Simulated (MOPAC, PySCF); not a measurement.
C$_{5}$H$_{9}$B, SMILES `C(=C\B)/C=C\C`, neutral singlet in the gas phase. 

Z-matrix (Å, degrees):
```
C
C 1 1.3469
H 1 1.0845 2 117.71
H 2 1.0877 1 117.09 3 180.00
C 1 1.4460 3 117.55 2 180.00
C 5 1.3345 1 126.00 3 -0.04
H 5 1.0847 6 118.23 1 -180.00
H 6 1.0854 5 117.13 7 0.00
C 6 1.4897 8 115.03 5 -179.99
H 9 1.0867 6 113.35 8 -179.92
H 9 1.0924 10 108.15 3 122.40
H 9 1.0924 10 108.17 11 115.00
B 2 1.5211 4 121.76 1 179.99
H 13 1.1926 2 121.97 4 -0.03
H 13 1.1948 14 119.00 2 179.99
```
Charge 0, spin multiplicity 1.

All levels are single points at this geometry (CAM-B3LYP-D3(BJ)/def2-TZVP); Pople sets use spherical d functions. Orbital energies aren't observables, and empty levels follow the basis.

AM1 in MOPAC gives gap (eV) = 9.12.

Q: Estimate the gap (eV) from each of these levels: CAM-B3LYP-D3(BJ)/def2-TZVP in PySCF; PBE-D3(BJ)/def2-TZVP in PySCF; TPSSh-D3(BJ)/def2-TZVP in PySCF; B3LYP/3-21G in PySCF; BP86/6-31G* in PySCF; PBE/6-31G* in PySCF; SVWN5/6-31G* in PySCF; HF/3-21G in PySCF; HF/STO-3G in PySCF; PM3 in MOPAC; PM6 in MOPAC; PM7 in MOPAC.

A: 
| level | gap (eV) |
|---|---|
| CAM-B3LYP-D3(BJ)/def2-TZVP in PySCF | 7.09 |
| PBE-D3(BJ)/def2-TZVP in PySCF | 3.12 |
| TPSSh-D3(BJ)/def2-TZVP in PySCF | 3.95 |
| B3LYP/3-21G in PySCF | 4.60 |
| BP86/6-31G* in PySCF | 3.17 |
| PBE/6-31G* in PySCF | 3.16 |
| SVWN5/6-31G* in PySCF | 3.11 |
| HF/3-21G in PySCF | 10.49 |
| HF/STO-3G in PySCF | 11.96 |
| PM3 in MOPAC | 8.80 |
| PM6 in MOPAC | 8.76 |
| PM7 in MOPAC | 8.51 |
